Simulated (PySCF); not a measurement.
Ionisation energy of Be⁺ by level of theory

Be⁺ [He] 2s1 (2S) → Be²⁺ 1s2 (1S), as a difference of total energies. Calculation: PySCF 2.14, in aug-cc-pCVQZ (9s8p6d4f2g, 109 functions); no relativity, point nucleus. Correlated levels: valence and next inner shell: nothing frozen. The calculations carry no spin-orbit coupling.

| method | ionisation energy (eV) |
| --- | --- |
| UHF | 18.127 |
| LDA | 18.253 |
| PBE | 18.494 |
| PBE0 | 18.456 |
| r2SCAN | 18.185 |
| LC-wPBE | 18.533 |
| TPSSh | 18.378 |
| M06-2X | 18.361 |
| MP2 (valence and next inner shell) | 18.196 |
| SCS-MP2 (valence and next inner shell) | 18.189 |

Task: How much does correlation contribute at MP2 (valence and next inner shell)?

Result: 18.196 − (18.127) = 0.069 eV, measured against UHF.

Errors of the correlated levels include the incompleteness of this basis.

For comparison: 18.211 eV (measured; NIST Atomic Spectra Database, ionization energies).
